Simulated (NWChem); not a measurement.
System: MgSiH3F; SMILES [F][Mg][SiH3]

Here is an NWChem input.

```
start job
memory heap 200 mb stack 900 mb global 1100 mb
geometry units angstroms noautosym nocenter noautoz
  Mg    -0.015474     0.844528    -0.000183
  F      0.134420     2.601670     0.000185
  Si    -0.230804    -1.704284    -0.000715
  H      0.409692    -2.325464    -1.206928
  H     -1.662631    -2.152269     0.005154
  H      0.419971    -2.326851     1.199237
end
basis spherical
  * library def2-svp
end
dft
  xc pbe0
  iterations 150
  vectors input atomic output neutral.movecs
end
task dft energy
charge 1
dft
  odft
  mult 2
  vectors input atomic output cation.movecs
end
task dft energy
```

Geometry: optimised at PBE0/def2-SVP.

Ions are spin-unrestricted doublets at the neutral geometry; other ion states weren't tried.

Problem. Predict the main results of this run. (PBE0/def2-SVP, vertical spin-unrestricted ions.) Quantities: vertical ionisation energy, ΔSCF (eV); −ε(HOMO) (eV).

Solution. The vertical ionisation energy, ΔSCF (eV) is 9.81 and the −ε(HOMO) (eV) is 7.57.
